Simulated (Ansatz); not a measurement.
# One elementary step

Start structure (CH5GaS, singlet), relaxed at PBE0-D4/def2-TZVP:

```
atom    x (Å)    y (Å)    z (Å)
 Ga1  -0.8410   0.1601   0.4411
  C2   1.1073   0.2586   0.2502
  S3  -2.0483  -0.8445  -1.1102
  H4  -1.0003  -1.1710  -1.8840
  H5  -1.6881   0.7380   1.6220
  H6   1.5897  -0.2194   1.1064
  H7   1.4272   1.3036   0.2375
  H8   1.4536  -0.2254  -0.6631
```

The step: CH₅GaS ([CH3][GaH][SH]) → GaHS ([S][GaH]) + CH₄; bonds formed: C2–H4; bonds broken: Ga1–C2, S3–H4. Program: Ansatz 0.2.0. Basis: def2-TZVPP and def2-QZVPP. Cores are frozen in the correlated methods. Filled d shells of the heavier atoms are correlated. The def2 sets are not built for correlating such inner shells, so the correlated values are less sure here. Extrapolation: Hartree–Fock as exp(−7.88 √X), correlation as X^−2.97. Energies below are by CCSD(T) at an estimated basis limit (MP2 extrapolated from triple and quadruple zeta, plus CCSD(T) − MP2 in triple zeta).

Question: What are the electronic barrier and the energy of the step, from the start structure to the end structure? (To be estimated.)

Answer: By the calculation: Barrier 2.247 eV; step energy 0.550 eV (uphill); reverse barrier, their difference, 1.697 eV. Barrier and step energy count from the start structure, the reverse barrier from the end structure.

The saddle point: One imaginary mode of 1501i cm⁻¹.
```json
{"pair": "C2–H4", "start (Å)": "3.32", "saddle (Å)": "1.43", "end (Å)": "1.09"}
{"pair": "Ga1–C2", "start (Å)": "1.96", "saddle (Å)": "2.18", "end (Å)": "3.46"}
{"pair": "S3–H4", "start (Å)": "1.34", "saddle (Å)": "1.75", "end (Å)": "3.50"}
```

Zero-point energy (harmonic, PBE0-D4): ZPE is 1.414 eV at the start and 1.336 eV at the saddle, so the barrier goes from 2.247 to 2.170 eV.

The T1 diagnostic stays at or below 0.018.

Labels in which every atom is bracketed show which atoms are joined, not bond orders.

For scale, one of the runs: CCSD(T)/def2-TZVPP, 191 basis functions, launched by `ansatz run in.yaml --threads 4 --pin off --events-out ev --progress --plain --max-ram 9574MiB`. Time: 2.1 min of wall clock on 4 CPU threads of an Intel Xeon; the host was shared. Peak host memory: 2 GiB.
